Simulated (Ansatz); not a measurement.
## Worked example: GeH2(CH3)Br + C5H12 → GeH2(CH3)2 + C4H9Br

Species: GeH2(CH3)Br, singlet; C5H12 (pentane) `CCCCC`, singlet; GeH2(CH3)2, singlet; C4H9Br (1-bromobutane) `CCCCBr`, singlet. The partners trade Br for CH3: Ge–Br and C–CH3 bonds give way to Ge–CH3 and C–Br.

Shapes, held fixed at every level: PBE0-D4/def2-TZVP. Flexible molecules stand in one conformer, not always the lowest. Programs: Ansatz 0.2.0. Electronic energies: no zero-point or thermal term.

At CCSD(T)/def2-TZVPP; 1 Eh = 2625.50 kJ/mol:

| species | energy (Eh) |
| --- | --- |
| GeH2(CH3)Br | -4689.399232 |
| C5H12 | -197.395313 |
| GeH2(CH3)2 | -2156.490113 |
| C4H9Br | -2730.266627 |

Q: Work out ΔE of the reaction at this level.

A: 
1. Products less reactants: (-2156.490113) + (-2730.266627) − [(-4689.399232) + (-197.395313)] = 0.037805 Eh = +99.3 kJ/mol.

Other levels give +100.2 (PBE-D4/def2-TZVPP) to +120.8 kJ/mol (HF/def2-TZVPP). No measured value is set beside it here. Relativity is left out for Br, Ge unless named. Correlated rows may include outer-core shells of Br, Ge, which these sets cover unevenly.
